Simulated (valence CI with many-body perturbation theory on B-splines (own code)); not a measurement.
The numbers below are computed, except where a source is named.
A CI+MBPT run for Lu

The program does CI of the valence electrons with many-body perturbation theory for a frozen closed Dirac-Fock core.

Command, and the settings that its task file holds:

```sh
python run_cv.py task.json out
```

```
atom Lu  Z=71  mass_number=175  rms_radius_fm=5.3700
core [Xe] 4f14
valence 5d1 7s2
avg = 1
basis = S
breit = 1
cap = 10000
capref = 1200
cscale = 1
de = 0.0
dress = 0
eps = 2e-08
h = 0.27
hh = 1
l2 = 3
lcore = 6
maxit = 60
n2 = 5
natural = 1
nlev = 20
nno = [3, 3, 3, 3, 1]
nroot = 26
nsp = [3, 3, 2, 2, 0]
pt2 = 1
qed = 1
rpa = 1
s1 = 1
s2 = 1
s3 = 1
screen = 1
tol = 2e-05
```

What became of the run, and why?

It gave no result: the start configuration must fill the lowest shells above the core. The program said: "7s is not the lowest shell of its kind above the core".
